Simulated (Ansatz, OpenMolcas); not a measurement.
**Worked example: vertical ionisation energy of BeH2 (beryllium dihydride)**

BeH2 has 3 atoms, charge 0, and is taken as a singlet. As SMILES, `[BeH2]`. The shape comes from GFN2-xTB, which is rough for such elements, and wasn't checked as a minimum.

```xyz
3

Be    0.0006   -0.0003    0.0003
H     0.7106    0.9422    0.4936
H    -0.7112   -0.9418   -0.4939
```

Both states at this one shape; open shells run unrestricted unless said. 1 Eh = 27.2114 eV.

```tsv
level	program	singlet BeH2 (Eh)	doublet [BeH2]+ (Eh)
HF/STO-3G, open shells restricted	OpenMolcas	-15.561244	-15.138113
B3LYP/cc-pVDZ	Ansatz	-15.914700	-15.473035
```

Task: Work out the vertical ionisation energy at each level.

Result: 
1. HF/STO-3G, open shells restricted: -15.138113 − (-15.561244) = 0.423131 Eh = 11.51 eV.
2. B3LYP/cc-pVDZ: -15.473035 − (-15.914700) = 0.441665 Eh = 12.02 eV.

No measured value is set beside it here; the levels span 11.51 to 12.02 eV. Hartree–Fock favours the state with fewer electron pairs, since it lacks pair correlation. Minimal sets are far from the basis-set limit.
